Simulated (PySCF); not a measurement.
¹⁹F chemical shifts

- PBE0/pcSseg-1 with gauge-including orbitals
- geometry: GFN2-xTB
- code: PySCF 2.14
- isolated molecule, one averaged value for each set of equivalent atoms, no relativistic terms, one conformer

Shieldings were converted by a linear fit to measured shifts: ¹⁹F: δ = 146.13 − 0.903σ +14.6 on sp3 carbon (rms 6.0 ppm, 223 shifts, 7.0 ppm with the 5 outliers that the fit left out vs CFCl3, solution or neat liquid). Occasional misses reach two or three times the rms, and more in compound classes unlike the fitted ones.

Question: Give the ¹⁹F shifts of `N#C[C@@H]1CCC[C@@H]1F`, `FCCCF`, `C[C@H]1CCN=C1C(F)F`, `[H]/N=C/[C@@H]1[C@@H](F)C12CC2`, `N#C/C=C/CCCF`.

Answer: 
| compound | environment | δ (ppm) |
| --- | --- | --- |
| N#C[C@@H]1CCC[C@@H]1F | fluorine on an sp3 carbon | -170.9 |
| FCCCF | fluorine on an sp3 carbon (×2) | -224.1 |
| [CH3:1][C@H:2]1[CH2:3][CH2:4][N:5]=[C:6]1[CH:7]([F:8])[F:9] | F9: fluorine of a CF2 group | -110.7 |
| [CH3:1][C@H:2]1[CH2:3][CH2:4][N:5]=[C:6]1[CH:7]([F:8])[F:9] | F8: fluorine of a CF2 group | -124.1 |
| [H]/N=C/[C@@H]1[C@@H](F)C12CC2 | fluorine on an sp3 carbon | -204.1 |
| N#C/C=C/CCCF | fluorine on an sp3 carbon | -221.6 |

Question: Order these by ¹⁹F shift, lowest first.
A. N#C[C@@H]1CCC[C@@H]1F
B. FCCCF
C. C/C(F)=C(/C)CC#N
D. C=N/C(Cl)=C/C(F)(F)F
E. [H]/N=C/[C@@H]1[C@@H](F)C12CC2

Answer: B (-224.1 ppm, fluorine on an sp3 carbon), E (-204.1 ppm, fluorine on an sp3 carbon), A (-170.9 ppm, fluorine on an sp3 carbon), C (-88.7 ppm, vinylic fluorine), D (-60.3 ppm, fluorine of a CF3 group).
